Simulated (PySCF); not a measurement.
A calculated (UHF, PySCF 2.14, aug-cc-pV(5+d)Z, no relativity, point nucleus) atom or ion has these occupied shells.

```tsv
shell	electrons	orbital energy (eV)	rms radius, mean of both spins (bohr)
1s α	1	-2530.3	0.113
1s β	1	-2529.6	0.113
2s α	1	-271.08	0.517
2s β	1	-270.43	0.517
2p α	3	-208.08	0.491
2p β	3	-206.87	0.491
3s α	1	-48.501	1.71
3s β	1	-41.865	1.71
3p α	2	-34.732	1.90
```

Question: Name the element and its charge.

Answer: S²⁺ (sulfur, charge +2), in [Ne] 3s2 3p2, high-spin 3P determinant.
